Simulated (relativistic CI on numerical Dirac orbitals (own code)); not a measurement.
## Cr2+: M2,3 absorption edge

Computed with this model: Dirac-Coulomb-Breit CI, KLI orbitals optimised for each configuration, model QED (radiative potential, 1s self-energy scaled to tabulated hydrogen-like ionisation energies), valence Slater integrals scaled by 0.9, multiplet model of core-to-valence dipole absorption; configurations [Ar] 3d4 → [Ne] 3s2 3p5 3d5; 10 K; Lorentzian 0.8 eV and Gaussian 0.3 eV FWHM. Energies are those of the free ion, without screening or charge transfer. The branching ratio is the share of the lower-energy edge in the whole absorption, uncertain by about 0.02 where the edges overlap. S is read from ⟨S²⟩ = S(S + 1).

Field parameters in Wybourne normalisation: D4h B²₀ = −7Ds, B⁴₀ = 21(Dq − Dt), B⁴₄ = 21√(5/14) Dq. The field is a parameter set, without covalency.

Peaks in eV (height, largest 100): 43.3 (9), 49.0 (100), 50.0 (87), 57.3 (88).

Problem. Which surroundings give this spectrum?
A. D4h, 10Dq = 17800, Ds = -210, Dt = 330 cm⁻¹
B. free ion
C. D4h, 10Dq = 17800, Ds = 430, Dt = 330 cm⁻¹
D. D4h, 10Dq = 17800, Ds = -860, Dt = 330 cm⁻¹

Solution. B. free ion, where the ground state has S = 2.00.
